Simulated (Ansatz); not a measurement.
`BC=C=C=S`. Total charge 0; spin multiplicity 1. The geometry is a stationary point of PBE0-D4/def2-TZVP.

```xyz
8

B    -0.262   -1.456   -0.573
C     0.695   -0.339   -0.083
C     0.227    0.830    0.332
C    -0.283    1.926    0.716
S    -0.895    3.285    1.193
H    -1.437   -1.254   -0.576
H     0.179   -2.503   -0.943
H     1.777   -0.488   -0.067
```

Question: What is the dipole moment at B3LYP/def2-TZVPP? (Best estimate.)

Answer: The calculation gave: 1.05 D, with components (0.84, -0.60, -0.17) D in this frame, pointing from negative to positive charge.

Question: And with PBE, r2SCAN, ωB97M-V? (Estimate.)

Answer: The calculation gave: PBE 0.90 D, r2SCAN 1.06 D, ωB97M-V 1.06 D.

Question: Give the Mulliken charges with B3LYP, r2SCAN, PBE in def2-TZVPP. (Best estimate.)

Answer: The calculation gave: 
```json
{"atom": "B1", "B3LYP": "-0.04", "r2SCAN": "0.04", "PBE": "-0.03"}
{"atom": "C2", "B3LYP": "-0.22", "r2SCAN": "-0.25", "PBE": "-0.19"}
{"atom": "C3", "B3LYP": "0.07", "r2SCAN": "0.07", "PBE": "0.09"}
{"atom": "C4", "B3LYP": "0.06", "r2SCAN": "0.06", "PBE": "0.03"}
{"atom": "S5", "B3LYP": "-0.09", "r2SCAN": "-0.05", "PBE": "-0.08"}
{"atom": "H6", "B3LYP": "0.04", "r2SCAN": "0.02", "PBE": "0.03"}
{"atom": "H7", "B3LYP": "0.04", "r2SCAN": "0.01", "PBE": "0.02"}
{"atom": "H8", "B3LYP": "0.13", "r2SCAN": "0.10", "PBE": "0.11"}
```

B3LYP here is the variant with VWN-RPA as its local correlation; programs differ in this.

Program: Ansatz 0.2.0.
